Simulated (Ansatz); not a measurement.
**CH6F3PSi2: where a starting geometry ends**

The starting geometry of this gas-phase triplet was optimised with GFN2-xTB as a singlet; its bonds are those of `F[Si](F)(F)C[SiH2]P`.

```yaml
atoms:
  - { symbol: C, position_ang: [-0.2671, 1.9900, 0.5155] }
  - { symbol: F, position_ang: [1.2530, 0.2145, -1.1957] }
  - { symbol: F, position_ang: [-0.5085, 1.5719, -2.3372] }
  - { symbol: F, position_ang: [-1.1546, -0.4001, -0.9277] }
  - { symbol: P, position_ang: [3.0676, 3.0857, 0.4035] }
  - { symbol: Si, position_ang: [-0.1815, 0.8543, -0.9607] }
  - { symbol: Si, position_ang: [0.8730, 3.5345, 0.3796] }
  - { symbol: H, position_ang: [-0.0060, 1.4375, 1.4183] }
  - { symbol: H, position_ang: [-1.2923, 2.3309, 0.6527] }
  - { symbol: H, position_ang: [0.5737, 4.3676, 1.5507] }
  - { symbol: H, position_ang: [0.5529, 4.2535, -0.8553] }
  - { symbol: H, position_ang: [3.0301, 2.1788, -0.6408] }
  - { symbol: H, position_ang: [2.9796, 2.0809, 1.3549] }
```

Problem. Predict what becomes of its bonds when it is optimised with PBE-D3(BJ)/def2-SVP.

Solution. It loosens into CH4F3Si2 + H2P, which stay close as a complex. Contacts that open: P5–Si7 (2.24 → 2.97 Å).

The energy falls by 3.09 eV over 28 steps:

| step | E − E(last) (eV) |
| --- | --- |
| 1 | 3.092 |
| 4 | 1.131 |
| 7 | 0.111 |
| 10 | 0.016 |
| 13 | 0.005 |
| 16 | 0.002 |
| 19 | 0.000 |
| 22 | 0.000 |
| 25 | 0.000 |
| 28 | 0.000 |

Final geometry (Å):

```xyz
13

C    -0.4939    2.0386    0.5558
F     1.1976   -0.0007   -0.5714
F     0.0895    1.6706   -2.2466
F    -1.3427   -0.1600   -1.0878
P     3.0852    2.5845   -0.3006
Si   -0.1334    0.8929   -0.8422
Si    0.4789    3.6893    0.5961
H    -0.3083    1.4898    1.5038
H    -1.5807    2.2776    0.5299
H     0.0437    4.4634    1.8224
H     0.1703    4.4905   -0.6407
H     4.2075    1.9215   -0.9640
H     3.5061    2.1422    1.0032
```

The end wasn't checked by frequencies. Open shells are spin-unrestricted. The triplet needn't be the ground state. Run with Ansatz 0.2.0, 110 s on 4 threads of Arm Neoverse V1, with other jobs on the host.
